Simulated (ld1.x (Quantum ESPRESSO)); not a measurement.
What one change does to a pseudopotential (Ru, TM)

ld1.x (Quantum ESPRESSO) 7.5 input, shortened:

```
&input
   title='Ru', zed=44., rel=1, dft='PBE', iswitch=3,
   config='[Kr] 4d7 5s0 5p0'
 /
 &inputp
   pseudotype=2, tm=.true., lloc=-2, rcloc=0.90,
   nlcc=.false.
 /
3
4S  1  0   2.00   0.00  1.10  1.10  0.0
4P  2  1   6.00   0.00  1.65  1.65  0.0
4D  3  2   7.00   0.00  1.30  1.30  0.0
 &test
   configts(1)='4s2 4p6 4d7 5s0 5p0'
 /
```

All-electron outer shells of the reference configuration (PBE, scalar-relativistic, ld1.x):

```tsv
shell	level (eV)	outermost node (bohr)	outermost maximum (bohr)
3d	-280.42	–	0.30
4s	-83.77	0.48	0.92
4p	-53.85	0.49	0.98
4d	-12.54	0.48	1.21
5s	-10.50	1.23	2.59
5p	-6.12	1.40	3.33
```

Change: reference 4s2 4p6 4d7 5s1 5p0.

Cutoffs: the cutoffs (Ry, on a coarse ladder) from which the occupation-weighted sum of valence levels, in a spherical-Bessel basis at the reference potential, stays within 10 and 1 mRy of its value at 400 Ry; they do not see the model core or the augmentation charge, which bear on the density cutoff. Errors are all-electron minus pseudo energies relative to the spin-unpolarised reference configuration.

What does the change do?

The potential gets neither clearly harder nor softer (110 Ry and 200 Ry → 110 Ry and 200 Ry); the miss of the reference levels goes from 0.00 to 0.35 eV; neither file shows a bound ghost.

```tsv
quantity	base	changed
cutoff, loose	110 Ry	110 Ry
cutoff, tight	200 Ry	200 Ry
bound ghosts	none	none
largest miss of a reference level, eV	0.00	0.35
largest error over its own tests, meV	+682	-1047
s: phases at 1.79 bohr within 0.05 rad from the reference energy up to (Ry; the scan ends near 5)	-0.8	-0.3
p: phases at 1.79 bohr within 0.05 rad from the reference energy up to (Ry; the scan ends near 5)	1.2	1.8
d: phases at 1.79 bohr within 0.05 rad from the reference energy up to (Ry; the scan ends near 5)	to the end of the scan	to the end of the scan
```

Changed file: The 5s level has no wave, so the channel is fitted at the deeper level alone: the likely source of the large errors.
